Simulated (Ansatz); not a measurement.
`C[NH][Al]([F])[Br]` + HCl → `C[NH][Al]([F])[Cl]` + HBr at 400 K and 1 bar (ligand exchange at the Al–Br bond).

Isolated molecules relaxed with PBE0-D4/def2-TZVP in Ansatz; ΔE leaves out vibrations. CCSD(T)/CBS is the MP2 limit (def2-TZVPP, def2-QZVPP) plus CCSD(T) − MP2 in def2-TZVPP, frozen cores. This one scheme is used for every species. For Br outer-core shells are correlated without core-valence functions, which leaves a few kJ/mol of doubt a bond. Scalar relativity is left out up to krypton. Each species was taken in one conformer, which may not be the lowest.

```tsv
species	CCSD(T)/CBS energy (Eh)	H − E (kJ/mol)	S (J/(mol·K))
`C[NH][Al]([F])[Br]`	-3010.47210	186.2	395.7
HCl	-460.38127	29.6	195.4
`C[NH][Al]([F])[Cl]`	-896.93383	186.6	383.4
HBr	-2573.91920	27.6	207.2
```

H − E and S are ideal-gas, rigid-rotor, harmonic terms from PBE0-D4/def2-TZVP, for one conformer and one mirror image of each species. 1 Eh = 2625.50 kJ/mol, R = 8.31446 J/(mol·K).

**Question.** By hand: ΔE, ΔH, ΔS and ΔG.

**Answer.** ΔE = (-896.93383) + (-2573.91920) − (-3010.47210) − (-460.38127) = 0.00034 Eh = 0.9 kJ/mol. Δ(H − E) = 186.6 + 27.6 − 186.2 − 29.6 = -1.6, so ΔH = -0.7 kJ/mol. ΔS = 383.4 + 207.2 − 395.7 − 195.4 = -0.5 J/(mol·K). ΔG = -0.7 − 400 × (-0.5)/1000 = -0.5 kJ/mol.

**Question.** By hand: the equilibrium constant, and the temperature at which ΔG would vanish if ΔH and ΔS stayed fixed.

**Answer.** log₁₀ K = −ΔG/(RT ln 10) = 0.1. ΔG = 0 at ΔH/ΔS = 1400 K, though so small a ΔH makes that figure unsure.

The number of gas molecules stays the same, so ΔS is small and ΔH decides. The sign of ΔG lies within the doubt. A doubt of 5 kJ/mol in ΔE shifts log₁₀ K by 0.7 here. Other conformers and mirror images would add mixing entropy, several J/(mol·K) or more a flexible species. These are equilibria of isolated gas molecules and say nothing of rates. Largest T1 diagnostic: 0.011 (customary marks: 0.02 for closed shells, 0.045 for open ones).
